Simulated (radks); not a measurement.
The numbers below are computed, except where a source is named.
Effect of the nuclear size on neutral manganese, [Ar] 3d5 4s2. Level of theory: Dirac Kohn-Sham, BLYP, spin-unpolarised, spherical densities, finite nucleus; open shells fill j = l - 1/2 first; Fermi nuclear charge, rms radius 3.7057 fm (a radial shooting solver on a logarithmic mesh with Libxc functionals). The rms radius is varied about that value; shifts are against it.

| rms radius (fm) | total energy shift (eV) | density at nucleus (e/bohr^3) | 1s1/2 shift (meV) | 2s1/2 shift (meV) | 2p1/2 shift (meV) | 3s1/2 shift (meV) |
|---|---|---|---|---|---|---|
| 3.0646 | -0.0290 | 1.328e+04 | -12.3 | -1.09 | 0.123 | -0.150 |
| 3.4352 | -0.0129 | 1.322e+04 | -5.45 | -0.482 | 0.054 | -0.067 |
| 3.7057 | 0 | 1.318e+04 | 0.000 | 0.000 | 0.000 | 0.000 |
| 4.0392 | 0.0171 | 1.313e+04 | 7.26 | 0.642 | -0.072 | 0.089 |
| 4.1949 | 0.0256 | 1.311e+04 | 10.9 | 0.961 | -0.108 | 0.133 |

Slopes of the eigenvalues against <r^2> in GHz/fm^2, as finite differences over the two radii next to the reference (eigenvalue slopes, not the field-shift constants of lines): 1s1/2 681, 2s1/2 60.2, 2p1/2 -6.80, 3s1/2 8.32.
